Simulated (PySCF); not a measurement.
2,3-difluoropyrazine, C4H2F2N2, SMILES Fc1nccnc1F, point group C2v.

Force field and properties: PBE0/pcSseg-1 (PySCF, grid level 2). Vibrational terms come from second-order perturbation theory with semi-diagonal cubic constants, by steps of ±0.6 along the normal coordinates of each isotopologue. The parent has the commonest isotopes.

Equilibrium geometry (Å):

| atom | x | y | z |
| --- | --- | --- | --- |
| F1 | 2.3946 | 1.0324 | 0.0019 |
| C2 | 1.1644 | 0.5477 | 0.0023 |
| N3 | 0.1711 | 1.3659 | 0.1631 |
| C4 | -1.0593 | 0.8372 | 0.1576 |
| C5 | -1.2544 | -0.5205 | -0.0123 |
| N6 | -0.2198 | -1.3546 | -0.1773 |
| C7 | 0.9664 | -0.8302 | -0.1700 |
| F8 | 2.0130 | -1.6223 | -0.3296 |
| H9 | -1.8918 | 1.5239 | 0.2926 |
| H10 | -2.2488 | -0.9609 | -0.0184 |

(1) Give the equilibrium and ground-state rotational constants (MHz) of parent; ¹³C at 4.

(2) How is the parent's vibrational correction B0 − Be made up?

(3) And its quartic centrifugal distortion constants from the harmonic force field?

(4) Which nuclear quadrupole couplings χaa, χbb, χcc (MHz) does the parent show, at equilibrium and averaged?

A mode lies under 250 cm⁻¹, where this perturbation treatment is rough.

## Answers

(1) 
```
 species      Ae      Be      Ce      A0      B0      C0  Δ0 (u Å²)  harmonic ZPE (cm⁻¹)
  parent  3379.1  2446.9  1419.2  3359.1  2433.2  1410.9      0.045                13500
¹³C at 4    3369  2407.4  1404.1  3349.1  2393.9  1395.9      0.045                13451
```

Δ0 = Ic − Ia − Ib from the ground-state constants.

(2) 
| axis | harmonic | Coriolis | cubic | total (MHz) |
| --- | --- | --- | --- | --- |
| a | 3.03 | -1.64 | -21.4 | -20 |
| b | 1.47 | -1.26 | -14 | -13.8 |
| c | 0.272 | -0.135 | -8.47 | -8.33 |

(3) Asymmetric top, A reduction, IIIr representation: ΔJ = 0.481 kHz, ΔJK = -1.14 kHz, ΔK = 0.686 kHz, δJ = 0.164 kHz, δK = -0.616 kHz.

(4) 14N at 3: 1.7, -5.3, 3.6 and 1.7, -5.2, 3.5; 14N at 6: 1.7, -5.3, 3.6 and 1.7, -5.2, 3.5.
